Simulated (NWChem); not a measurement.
System: SiH2SCl2; SMILES S[SiH](Cl)Cl

NWChem input:

```
start job
memory heap 200 mb stack 900 mb global 1100 mb
geometry units angstroms noautoz
  Si     0.014036     0.030555     0.474505
  S      0.591035    -1.844531    -0.340915
  Cl     1.212956     1.558808    -0.205361
  Cl    -1.915685     0.328144    -0.151614
  H      0.061220     0.070008     1.954068
  H      1.839795    -1.781825     0.176428
end
basis spherical
  * library def2-svp
end
dft
  xc xwpbe 0.80 cpbe96 1.0 hfexch 1.00
  cam 0.2 cam_alpha 0.2 cam_beta 0.8
  iterations 150
  vectors input atomic output neutral.movecs
end
task dft energy
charge 1
dft
  odft
  mult 2
  vectors input atomic output cation.movecs
end
task dft energy
```

The geometry was optimised at PBE0/def2-SVP.

Ions are spin-unrestricted doublets at the neutral geometry; other ion states weren't tried.

Task: What results follow from this input? (LRC-wPBEh/def2-SVP, vertical spin-unrestricted ions.) Quantities: vertical ionisation energy, ΔSCF (eV); −ε(HOMO) (eV).

Result: 
- vertical ionisation energy, ΔSCF (eV) = 10.46
- −ε(HOMO) (eV) = 9.90
